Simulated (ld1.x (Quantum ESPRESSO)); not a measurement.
# An all-electron radial function and its pseudo partner (Nb (Z = 41))

Columns: radius, all-electron u(r) and pseudo u(r) of the 5p shell (level -12.34 eV) of niobium in the configuration [Kr] 4d3 5s0 5p0; LDA (PZ), scalar-relativistic, PAW scheme, ld1.x (Quantum ESPRESSO) 7.5.

```
r (bohr)  all-electron   pseudo
   0.182       -0.0364  -0.0066
   0.365       -0.1714  -0.0262
   0.548        0.0236  -0.0578
   0.730        0.2187  -0.0995
   0.912        0.3032  -0.1493
   1.095        0.2841  -0.2052
   1.277        0.1976  -0.2639
   1.460        0.0766  -0.3235
   1.642       -0.0540  -0.3809
   1.825       -0.1807  -0.4348
   2.007       -0.2938  -0.4828
   2.190       -0.3903  -0.5241
   2.372       -0.4678  -0.5577
   2.555       -0.5272  -0.5836
   2.738       -0.5693  -0.6015
   2.920       -0.5956  -0.6118
   3.102       -0.6083  -0.6150
   3.285       -0.6096  -0.6115
   3.468       -0.6014  -0.6015
   3.650       -0.5856  -0.5856
   3.832       -0.5639  -0.5639
   4.015       -0.5377  -0.5377
   4.198       -0.5085  -0.5085
   4.380       -0.4774  -0.4774
   4.562       -0.4454  -0.4454
   4.745       -0.4130  -0.4130
```

Problem. How many radial nodes do the two functions have?

Solution. The all-electron 5p function has n − l − 1 = 3 (the table is too coarse to show those close to the nucleus); the pseudo-wave has 0, since the states of the same l below it are removed with the core.

Problem. At about which radius was the pseudo-wave matched?

Solution. 3.65 bohr, where the columns begin to agree (steps of 0.18 bohr).

Problem. Is the pseudo-wave norm-conserving?

Solution. No, it belongs to a PAW set: the norm inside the radius is not constrained, and the difference is carried by the augmentation charge.
